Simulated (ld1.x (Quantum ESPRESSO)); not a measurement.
**LDA (PZ) PAW dataset for osmium, scalar-relativistic all-electron reference.**

Os, PAW, made with ld1.x (Quantum ESPRESSO) 7.5 (LDA (PZ), scalar-relativistic). Core [Kr] 4d10 4f14, reference 5s2 5p6 5d6 6s1.75 6p0 (charge +0.25). Waves: 5s (bound): rcut 1.30, rcutus 1.45 bohr; 6s (bound): rcut 1.30, rcutus 1.45 bohr; 5p (bound): rcut 1.95, rcutus 2.05 bohr; 6p (bound, empty): rcut 1.95, rcutus 2.05 bohr; 5d (bound): rcut 2.50, rcutus 2.80 bohr; 5d channel at 4.35 Ry: rcut 2.50, rcutus 2.80 bohr. Local part: all-electron potential smoothed inside 2.40 bohr (lloc = -2). Core correction: Bessel-smoothed model core, default radius (core density twice the valence density). Augmentation charge: BESSEL, radius 1.45 bohr.

- Cutoffs needed: 30 Ry and 50 Ry (the cutoffs (Ry, on a coarse ladder) from which the occupation-weighted sum of valence levels, in a spherical-Bessel basis at the reference potential, stays within 10 and 1 mRy of its value at 400 Ry)
- Ghost test: no extra level below or beside the all-electron valence levels (s, p, d, f tested) (spherical-Bessel basis up to 400 Ry, 20 bohr box)
- Configuration tests: 5 of 9 tests not solved or not reliable; not counted: 5s2 5p6 5d6 6s0 6p1 (solver errors, printed error -1989 eV); 5s1 5p6 5d6 6s2 6p0 (solver errors, printed error -1982 eV); 5s2 5p6 5d5 6s2 6p0 (solver errors, printed error -1974 eV); 2 more
- Lowest eigenvalue of the overlap operator: 0.08 (p channel)
